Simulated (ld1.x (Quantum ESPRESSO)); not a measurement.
Reading a pseudo-wave (nitrogen)

Columns: radius, all-electron u(r) and pseudo u(r) of the 2s shell (level -18.84 eV) of nitrogen in the configuration [He] 2s1 2p4; LDA (PZ), non-relativistic, TM semilocal scheme, ld1.x (Quantum ESPRESSO) 7.5.

```csv
r (bohr),all-electron,pseudo
0.110,0.3885,-0.0799
0.220,0.2539,-0.1696
0.330,-0.0257,-0.2786
0.440,-0.3053,-0.4122
0.550,-0.5341,-0.5622
0.660,-0.7005,-0.7037
0.770,-0.8086,-0.8087
0.880,-0.8683,-0.8683
0.990,-0.8902,-0.8902
1.100,-0.8842,-0.8842
1.210,-0.8584,-0.8584
1.320,-0.8193,-0.8193
1.430,-0.7720,-0.7720
1.540,-0.7201,-0.7201
1.650,-0.6663,-0.6663
1.760,-0.6125,-0.6125
1.870,-0.5600,-0.5600
1.980,-0.5098,-0.5098
2.090,-0.4624,-0.4624
2.200,-0.4181,-0.4181
2.310,-0.3770,-0.3770
2.420,-0.3391,-0.3391
2.530,-0.3044,-0.3044
2.640,-0.2728,-0.2728
2.750,-0.2440,-0.2440
2.860,-0.2180,-0.2180
```

(1) How many radial nodes do the two functions have?

(2) At about which radius was the pseudo-wave matched?

(3) Is the pseudo-wave norm-conserving?

## Answers

(1) The all-electron 2s function has n − l − 1 = 1; the pseudo-wave has 0, since the states of the same l below it are removed with the core.

(2) 0.86 bohr, where the columns begin to agree (steps of 0.11 bohr).

(3) Yes: the TM semilocal scheme keeps the norm inside the radius equal to the all-electron one, which fixes the energy derivative of the logarithmic derivative at the level.
